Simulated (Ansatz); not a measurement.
The first iterations of a band of C2H5AlSi (9 atoms, charge 0, multiplicity 1).

Level of theory: RKS B3LYP-D4/def2-SVP in Ansatz.

```json
{
 "movable images": "9",
 "climbing image": "yes",
 "spring": "5.0 eV/Å²",
 "optimiser": "fire",
 "start path": "IDPP",
 "force threshold": "0.05 eV/Å",
 "iteration limit": "60",
 "end points": "relaxed",
 "largest step": "0.5 Å"
}
```

Initial state:

```xyz
9
Properties=species:S:1:pos:R:3
Si -0.033 1.093 -1.127
C 0.035 -0.127 0.282
C -0.201 -1.485 0.333
Al 0.263 -0.834 2.013
H -0.438 0.436 -2.411
H -1.013 2.177 -0.817
H 1.306 1.727 -1.318
H -0.493 -2.139 -0.502
H 0.576 -0.848 3.547
```

Final state:

```xyz
9
Properties=species:S:1:pos:R:3
Si -0.408 0.925 -1.202
C -0.018 -0.152 0.270
C 1.090 -0.910 0.587
Al -0.202 -1.040 1.921
H -1.655 0.444 -1.868
H -0.641 2.331 -0.754
H 0.703 0.921 -2.206
H 2.007 -1.028 -0.008
H -0.876 -1.491 3.260
```

| iteration | highest image above the first end (eV) | largest band force component (eV/Å) |
| --- | --- | --- |
| 1 | 0.090 | 0.800 |
| 2 | 0.071 | 0.408 |
| 3 | 0.058 | 0.286 |
| 4 | 0.053 | 0.184 |
| 5 | 0.049 | 0.236 |

**Question.** Does the band converge within its limit, and where does its top end?

**Answer.** It converged. It ended after 15 iterations with the highest image 0.037 eV above the first end. Another band between the same ends (9 images) ends at a top of the same energy, where a vibrational analysis finds 1 clearly imaginary mode.

The run took 7.6 min on 1 thread of Intel(R) Xeon(R) Processor @ 2.70GHz (shared host), peak memory 0.19 GiB.
